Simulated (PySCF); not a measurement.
C2H6BNO, SMILES NB1CCO1.

Geometry optimised at B3LYP-D3(BJ)/def2-SVP. The structure was generated by enumeration, and PubChem lists no compound with its InChIKey, so it may never have been made. Other conformers were not sampled.

Method: M06-2X/def2-TZVP (PySCF).

The molecule is in vacuum.

The total energy is -234.71266 hartree, the point group is Cs and the highest occupied level is -9.01 eV. The lowest empty level comes out as 1.46 eV, the orbital gap is 10.47 eV and the dipole moment comes out as 1.70 D. The quadrupole, principal values (traceless, Buckingham form, about the centre of nuclear charge) is -4.56, -3.21, 7.77 D·Å and the mean static polarisability comes out as 46.2 bohr³ (6.84 Å³). The polarisability, principal values is 37.9, 44.1, 56.5 bohr³.
